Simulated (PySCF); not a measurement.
Exact simulation of a proton spin system

Molecule: SMILES C1(=O)C=C(OC)CC1, C6H8O2.

Cartesian coordinates in Å; atom numbers follow the order of the lines, from 1:
```xyz
16

C     2.532   -0.379   -0.524
O     1.320   -0.781   -1.123
C     0.207   -0.580   -0.436
C     0.033   -0.033    0.792
C    -1.396   -0.020    1.116
O    -1.921    0.414    2.114
C    -2.141   -0.671   -0.055
C    -1.071   -1.003   -1.094
H     3.332   -0.609   -1.238
H     2.527    0.703   -0.312
H     2.707   -0.928    0.416
H     0.793    0.357    1.467
H    -2.669   -1.561    0.319
H    -2.912    0.022   -0.422
H    -1.022   -2.072   -1.358
H    -1.195   -0.455   -2.042
```

A single conformation, rapidly exchanging positions averaged, no relativistic terms, in vacuum. σ from GIAO-PBE0/pcSseg-1; spin–spin couplings from B3LYP/pcJ-1 (without the spin–dipole term); structure optimised with PBE0-D3(BJ)/def2-SVP; PySCF 2.14.0 with density-fitted response routines.

Scale: ¹H (σ = 31.27 ppm) against TMS (reference shieldings calculated alike).

Shifts (ppm): H12 5.15, H13/H14 2.18, H15/H16 2.37.
Couplings (Hz): H12–H13, H12–H14: -0.1; H12–H15, H12–H16: -1.7; H13–H14: -20.4; H13–H15, H14–H16: 9.6; H13–H16, H14–H15: 3.0; H15–H16: -20.3.

The 5-spin Hamiltonian (Zeeman plus full scalar coupling among like nuclei) was diagonalised exactly; lines are Lorentzian, 0.7 Hz wide, and the maxima above 3 % are listed with the tallest set to 100.

**Question.** Give the ¹H peak list of this spin system at 300 MHz.

**Answer.** 
Hz from δ = 0 (height): 1546.7 (48), 1545.0 (90), 1543.4 (46), 718.8 (25), 718.2 (27), 717.1 (26), 716.6 (27), 715.4 (24), 713.6 (28), 713.0 (32), 712.1 (32), 711.3 (31), 710.5 (29), 708.8 (29), 707.0 (38), 706.3 (60), 704.7 (53), 693.7 (6), 672.2 (3), 670.6 (4), 659.6 (100), 657.1 (52), 653.7 (52), 652.9 (50), 650.5 (41), 647.6 (47), 647.1 (45)

**Question.** And at 400 MHz?

**Answer.** 
```json
{"Hz": "2061.7", "ppm": "5.154", "height": "48"}
{"Hz": "2060.0", "ppm": "5.150", "height": "91"}
{"Hz": "2058.3", "ppm": "5.146", "height": "48"}
{"Hz": "955.3", "ppm": "2.388", "height": "31"}
{"Hz": "953.9", "ppm": "2.385", "height": "31"}
{"Hz": "953.6", "ppm": "2.384", "height": "31"}
{"Hz": "952.3", "ppm": "2.381", "height": "25"}
{"Hz": "950.6", "ppm": "2.376", "height": "27"}
{"Hz": "949.7", "ppm": "2.374", "height": "32"}
{"Hz": "949.0", "ppm": "2.373", "height": "32"}
{"Hz": "948.0", "ppm": "2.370", "height": "32"}
{"Hz": "947.4", "ppm": "2.368", "height": "31"}
{"Hz": "945.7", "ppm": "2.364", "height": "29"}
{"Hz": "944.0", "ppm": "2.360", "height": "33"}
{"Hz": "943.0", "ppm": "2.357", "height": "56"}
{"Hz": "941.3", "ppm": "2.353", "height": "54"}
{"Hz": "877.9", "ppm": "2.195", "height": "100"}
{"Hz": "875.2", "ppm": "2.188", "height": "51"}
{"Hz": "871.8", "ppm": "2.179", "height": "55"}
{"Hz": "871.2", "ppm": "2.178", "height": "54"}
{"Hz": "868.6", "ppm": "2.171", "height": "43"}
{"Hz": "865.5", "ppm": "2.164", "height": "56"}
```

**Question.** Among coupled protons with different shifts, which pair is furthest from first order, and how does the field change that?

**Answer.** H13 and H15: Δν/J is about 5.9 at 300 MHz (intermediate, with clear roofing) and 7.9 at 400 MHz (intermediate, with clear roofing). J in Hz doesn't depend on the field, while Δν in Hz grows in proportion to it. The system also holds chemically equivalent protons that couple differently to a partner (AA′BB′ or AA′XX′ type), and that part stays second order at any field.

Unscaled 3J(H,H) at this level run about 10 % above measured values.
